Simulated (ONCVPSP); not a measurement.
Pseudopotential generation for C (Z = 6): ONCV, PBE, fully relativistic.

- Element: carbon (C)
- Generator: ONCVPSP 4.0.1
- Type: optimised norm-conserving Vanderbilt (ONCV)
- Functional: PBE
- Relativity: fully relativistic
- Frozen core: [He]
- Valence charge: 4
- Reference configuration: 2s1.5 2p2.5
- Partial waves: 2s: rc 1.20 bohr, ncon 4, nbas 7, qcut 4.5 1/bohr, 2 projectors, debl 1.7 Ha; 2p: rc 2.30 bohr, ncon 4, nbas 7, qcut 7.1 1/bohr, 2 projectors, debl 3.9 Ha; d scattering state at 0.28 Ha: rc 2.05 bohr, ncon 4, nbas 9, qcut 5.4 1/bohr, 2 projectors, debl 2.3 Ha
- Local potential: polynomial inside 1.05 bohr (lpopt 5, dvloc0 3 Ha)
- Core correction: Teter function, fcfact 2, rcfact 1.35

Open shells are filled in proportion to 2j + 1.

(1) Estimate the cutoffs (Ha) at which the residual kinetic energy of the hardest occupied pseudo-wave falls to 1 and 0.1 mHa per electron.

(2) What does a ghost test show?

(3) Which valence shell sets the plane-wave cutoff?

(4) Tests: 2s2 2p2; 2s2 2p1; 2s2 2p0; 2s1 2p3. Which has the largest error in its energy relative to the reference configuration, and how large is it?

Answers

(1) 59 Ha and 81 Ha.

(2) No bound ghost flagged; no localised positive-energy state flagged.

(3) 2s: 59 Ha for 1 mHa per electron, against 14 Ha for 2p.

(4) 2s2 2p0, with +476 meV (all-electron minus pseudo) on +30.78 eV.
